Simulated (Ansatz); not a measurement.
C₂H₆O₂Si, SMILES [SiH2](C(O)=O)C. Atoms are numbered in the order given.

```xyz
11

C     -2.1472     0.3082     0.3436
Si    -0.6757    -0.8324     0.1332
C      0.8663     0.2994    -0.1501
O      0.8217     1.5069    -0.1635
O      2.0172    -0.3832    -0.3335
H     -3.0774    -0.2550     0.5171
H     -1.9800     0.9845     1.1961
H     -2.2740     0.9296    -0.5564
H     -0.8108    -1.7321    -1.0478
H     -0.4177    -1.6646     1.3429
H      2.7240     0.2784    -0.4645
```

Geometry optimised at B3LYP-D3(BJ)/def2-SVP. The values are those of a single conformer.

Two levels are set side by side: PBE-D3(BJ)/def2-SVP (Ansatz, an electronic-structure program) and B3LYP-D3(BJ)/def2-SVP (Ansatz). Each level has its own optimised geometry; the coordinates shown are those of the second. Differences are taken from unrounded values.

| quantity | B3LYP-D3(BJ) | PBE-D3(BJ) | PBE-D3(BJ) minus B3LYP-D3(BJ) |
|---|---|---|---|
| mean bond length (Å) | 1.363 | 1.372 | 0.009 |
| bond C1–Si2 (Å) | 1.874 | 1.880 | 0.006 |
| bond Si2–C3 (Å) | 1.934 | 1.940 | 0.007 |
| bond C3–O4 (Å) | 1.208 | 1.219 | 0.010 |
| bond C3–O5 (Å) | 1.351 | 1.358 | 0.007 |
| bond C1–H6 (Å) | 1.101 | 1.108 | 0.007 |
| bond C1–H7 (Å) | 1.101 | 1.108 | 0.007 |
| bond C1–H8 (Å) | 1.101 | 1.108 | 0.007 |
| bond Si2–H9 (Å) | 1.491 | 1.503 | 0.013 |
| bond Si2–H10 (Å) | 1.491 | 1.505 | 0.014 |
| bond O5–H11 (Å) | 0.977 | 0.987 | 0.010 |

Exact exchange shortens and stiffens bonds; PBE has none. Differences between two approximate levels are no errors against the true value.
